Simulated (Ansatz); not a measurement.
PBE exchange is replaced step by step with exact exchange (0 % is PBE, 25 % PBE0; no dispersion term), basis def2-TZVP, Ansatz. System: BMe2(NH2) (C₂H₈BN). Total charge 0; singlet. Geometry: PBE0-D4/def2-SVP.

Geometry of the singlet:

```csv
atom,x (Å),y (Å),z (Å)
B1,-0.137,-0.026,0.137
C2,0.478,-1.278,-0.614
H3,0.050,-2.246,-0.308
H4,1.568,-1.325,-0.447
H5,0.347,-1.180,-1.705
C6,0.343,1.440,-0.222
H7,-0.136,2.233,0.375
H8,0.149,1.655,-1.287
H9,1.435,1.531,-0.092
N10,-1.109,-0.218,1.127
H11,-1.456,-1.130,1.394
H12,-1.532,0.543,1.642
```

```tsv
exact exchange (%)	HOMO (eV)	LUMO (eV)	gap (eV)
0	-6.69	0.06	6.76
5	-6.96	0.22	7.18
10	-7.24	0.37	7.61
15	-7.51	0.52	8.03
25	-8.07	0.82	8.89
35	-8.63	1.11	9.74
```

**Question.** Fit a straight line to the column «gap (eV)» against the share of exact exchange and predict its value at 50 %.

**Answer.** With x = exact exchange (%) and y = gap (eV): mean x = 15, mean y = 8.035; Σ(x − x̄)(y − ȳ) = 72.45, Σ(x − x̄)² = 850; slope b = 0.08524, intercept a = ȳ − b·x̄ = 6.756. The residuals of the fitted rows reach 0.00. At x = 50 the line gives 6.756 + (0.08524 × 50) = 11.02; the run gave 11.03, 0.01 more than the line.
